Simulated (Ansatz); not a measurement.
This geometry of Cl₃FH₂STi (8 atoms, charge 0, multiplicity 1) is a first-order saddle point.

Level of theory: RKS PBE0-D4/def2-SVP (Ansatz).

```xyz
8
Properties=species:S:1:pos:R:3
Ti -0.398 0.072 -0.175
F -0.261 0.382 1.840
Cl 1.711 -0.456 -0.055
Cl -0.577 2.036 -1.006
Cl -1.026 -1.330 -1.707
S -2.658 -0.197 0.938
H -2.573 -1.544 1.017
H -1.347 0.166 1.908
```

Which two structures does it join? (They come from a converged band through this point; their orientation in space is the band's.)

Bonds broken: S6–H8. Bonds formed: F2–H8.

Image 0:

```xyz
8
Properties=species:S:1:pos:R:3
Ti 0.010 -0.037 -0.111
F 0.170 -0.420 1.568
Cl 2.097 -0.005 -0.717
Cl -0.587 2.022 -0.556
Cl -0.765 -1.643 -1.384
S -2.740 -0.099 0.723
H -2.712 -1.289 1.362
H -2.603 0.597 1.874
```

Image 8:

```xyz
8
Properties=species:S:1:pos:R:3
Ti -0.598 -0.014 -0.270
F -0.472 1.182 1.809
Cl 1.274 -0.857 0.452
Cl -0.540 2.006 -1.049
Cl -0.973 -1.225 -2.022
S -2.454 -0.612 0.970
H -2.448 -1.895 0.542
H -0.919 0.542 2.326
```

How far does it lie above each of them?

24.6 kcal/mol above the first and 4.4 kcal/mol above the second. This is the barrier of this one path; another mechanism may lie lower. The orbitals stay closed-shell, which can raise the energy where a bond breaks towards radicals; this wasn't checked here.

Run time: 8.9 min on 4 threads of Intel(R) Xeon(R) Platinum 8259CL CPU @ 2.50GHz (Skylake/Cascade Lake) (shared host), peak memory 0.45 GiB.
